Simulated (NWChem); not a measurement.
SnNH$_{2}$Cl, singlet; SMILES [NH2][Sn][Cl]

```xyz
5

Sn    -0.3526    -0.4742     0.0000
Cl     0.1032     1.9135     0.0000
N      1.6388    -0.9532     0.0000
H      2.0241    -1.9029     0.0000
H      2.3785    -0.2421     0.0000
```
Atoms are numbered in this order, from 1.

Computed with NWChem. Low-valent species are run as closed-shell singlets; no triplet was tried in these runs. Structure relaxed at the PBE-D3(BJ)/def2-SVP level. def2 effective core potentials on Sn; no spin-orbit coupling.

**Question.** Predict the results for PBE/def2-SVP. Quantities: highest occupied level (eV); orbital gap (eV); dipole (D).

**Answer.** 
```yaml
highest occupied level (eV): -5.99
orbital gap (eV): 3.36
dipole (D): 3.13
```
